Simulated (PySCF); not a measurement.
Species: [Mo(NMe)(SH)4]-, CH7MoNS4 (charge -1 and doublet state).
Structure used (PBE0-D3(BJ)/def2-SVP), in Å, numbered top down from 1:
```
atom  x, y, z in Å
Mo1    0.019   -0.013   -0.772
N2    -0.017   -0.002    0.928
C3    -0.056    0.027    2.330
H4    -1.013   -0.375    2.711
H5     0.762   -0.579    2.764
H6     0.053    1.061    2.708
S7     2.260   -0.686   -1.428
H8     2.914    0.457   -1.117
S9     0.706    2.212   -1.462
H10   -0.448    2.871   -1.201
S11   -2.190    0.656   -1.532
H12   -2.854   -0.492   -1.260
S13   -0.638   -2.240   -1.492
H14    0.503   -2.898   -1.178
```

Level of theory: PBE0-D3(BJ)/def2-SVP geometry optimisation, gas phase, def2 core potentials past Kr (PySCF).

Task: Which atoms are bound to Mo1, and at what distances?

Result: 5 atoms: N2 1.700 Å, S9 2.429 Å, S7 2.430 Å, S11 2.430 Å, S13 2.431 Å. The nearest atom not counted as bound is H10, at 2.95 Å (others tie with it).

Task: List the angles at Mo1.

Result: 
```
      angle  degrees  distance of the outer atoms (Å)
 S9–Mo1–S13    146.2                             4.65
 S7–Mo1–S11    146.1                             4.65
 N2–Mo1–S13    107.2                             3.35
 N2–Mo1–S11    107.0                             3.35
  N2–Mo1–S7    106.9                             3.35
  N2–Mo1–S9    106.5                             3.34
  S7–Mo1–S9     85.2                             3.29
 S9–Mo1–S11     85.2                             3.29
 S7–Mo1–S13     85.1                             3.29
S11–Mo1–S13     85.1                             3.29
```

Task: What is the shape at Mo1?

Result: Square pyramidal: τ5 = (β − α)/60° = 0.00 from the two widest angles, 146.2° and 146.1° (0 for a square pyramid, 1 for a trigonal bipyramid).

Task: What are the other bond lengths?

Result: N2–C3 1.402 Å; C3–H4, C3–H5, C3–H6 1.106 Å; S7–H8 and 3 like bonds 1.354 Å.

Task: Give some angles away from the centre.

Result: Mo1–N2–C3 179.1°.

Charge -1, doublet. ⟨S²⟩ = 0.763 (exact for a doublet: 0.75). PBE0-D3(BJ)/def2-SVP frequencies: not computed here.

For an open-shell metal species like this, the optimisation's SCF solution wasn't tested for stability and no frequencies at its level were run, so a lower state or another shape may exist.
